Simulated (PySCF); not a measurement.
# Calculated NMR data

- geometry: GFN2-xTB
- NMR shieldings at PBE0/pcSseg-1/GIAO
- run in PySCF
- a single conformation, one averaged value for each set of equivalent atoms, no solvent model, non-relativistic Hamiltonian

References, each an isolated molecule treated in the same way: ¹H (σref 31.72) and ¹³C (σref 186.93) against TMS. Splittings of carbon signals by F and P are missing where no couplings were computed. Where no couplings were computed, multiplicities follow the n + 1 count of equivalent neighbours, and m marks all less simple cases (inequivalent or close neighbours, rings, F or P nearby). Shifts are as computed. Against solution values, carbons near 30 ppm lie about +3 ppm off and those near 130 ppm about +5 ppm. Of 1211 compounds with measured shifts, 218 miss one by over three times the rms of a fit or turn the order of signals round; such compounds aren't used in these exercises. OH and NH positions are gas-phase values without hydrogen bonding to other molecules.

**1.** `C1C[C@]2(/C=N\[H])[C@H](F)C[C@H]1C2`, C8H12FN. ¹H NMR (600 MHz, computed): δ 11.22 (br s, 1H), 8.22 (m, 1H), 5.11 (m, 1H), 2.17 (m, 1H), 2.10 (m, 1H), 2.10 (m, 1H), 1.85 (m, 1H), 1.56 (m, 1H), 1.54 (m, 1H), 1.47 (m, 1H), 1.36 (m, 1H), 1.24 (m, 1H). ¹³C{¹H} NMR (computed): δ 179.9, 96.9, 60.2, 42.5, 42.0, 39.7, 32.6, 27.3.

**2.** `C=C(COC)C(C)=O`, C6H10O2. ¹H NMR (600 MHz, computed): δ 6.44 (m, 1H), 6.43 (m, 1H), 4.52 (s, 2H), 3.29 (s, 3H), 2.43 (s, 3H). ¹³C{¹H} NMR (computed): δ 203.1 (C), 152.1 (C), 131.1 (CH2), 72.2 (CH2), 57.6 (CH3), 28.7 (CH3).

**3.** `InChI=1S/C7H14OSi/c1-6-7(2)8-9(3,4)5/h6H,1-2H2,3-5H3`. ¹H NMR (600 MHz, computed): δ 6.43 (m, 1H), 5.84 (m, 1H), 5.48 (m, 1H), 4.72 (m, 1H), 4.65 (m, 1H), 0.16 (s, 9H). ¹³C{¹H} NMR (computed): δ 163.7 (C), 142.5 (CH), 122.3 (CH2), 104.4 (CH2), 1.0 (CH3).

**4.** `CC(C)(C)/C=P\C(F)(F)F`, C6H10F3P. ¹H NMR (600 MHz, computed): δ 9.10 (m, 1H), 1.41 (s, 9H). ¹³C{¹H} NMR (computed): δ 222.2 (CH), 139.7 (C), 43.6 (C), 34.0 (CH3).
